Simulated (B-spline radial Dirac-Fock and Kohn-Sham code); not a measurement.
## Dipole and non-dipole photoemission parameters of Ar 3p1/2

System: atomic argon in the configuration 1s2 2s2 2p6 3s2 3p6; threshold 14.03 eV (orbital energy of the model). Level of theory: Dirac-Hartree-Slater photoionisation with a Latter tail; cross sections with all multipoles, angular parameters from the dipole term and its interference with E2; an atomic code on a B-spline grid.

For linearly polarised light dσ/dΩ = σ/(4π) [1 + β P₂(cos θ) + (δ + γ cos²θ) sin θ cos φ], with θ from the polarisation vector and φ the angle between the beam and the projection of the electron momentum on the plane normal to the polarisation.

```
hν (eV)   σ (kb)      β       γ       δ
    100      326  1.343  -0.010  -0.004
    150      208  1.547  -0.019   0.001
    182      156  1.592  -0.007   0.003
    183      155  1.593  -0.006   0.003
    192      143  1.601  -0.002   0.003
    195      139  1.603   0.000   0.003
    268     77.5  1.624   0.044   0.006
    307     59.0  1.620   0.069   0.007
    319     54.4  1.618   0.077   0.007
    364     41.0  1.606   0.107   0.008
    456        ?      ?       ?       ?
    491     20.7  1.560   0.185   0.011
    600     12.7  1.515   0.244   0.014
    652     10.3  1.494   0.270   0.016
    800     6.13  1.436   0.336   0.020
   1100     2.59  1.330   0.447   0.030
   1250     1.81  1.282   0.494   0.035
 1253.6     1.79  1.281   0.495   0.035
   1480     1.11  1.215   0.557   0.043
   4510   0.0324  0.723   0.931   0.145
   4550   0.0314  0.720   0.934   0.146
   4640   0.0294  0.711   0.940   0.149
   6000   0.0121  0.605   1.020   0.188
   6170   0.0110  0.594   1.029   0.193
   6690  0.00829  0.562   1.053   0.206
 8047.8  0.00430  0.494   1.108   0.241
   8680  0.00328  0.467   1.131   0.256
 9251.7  0.00261  0.446   1.150   0.269
   9460  0.00240  0.438   1.157   0.274
  10600  0.00159  0.402   1.192   0.299
```

**Question.** Give the values at 456 eV.

**Answer.** σ = 24.6 kb, β = 1.573, γ = 0.165, δ = 0.010.

Values without a named source are computed, but for edge energies of neutral atoms, which are taken from tables.
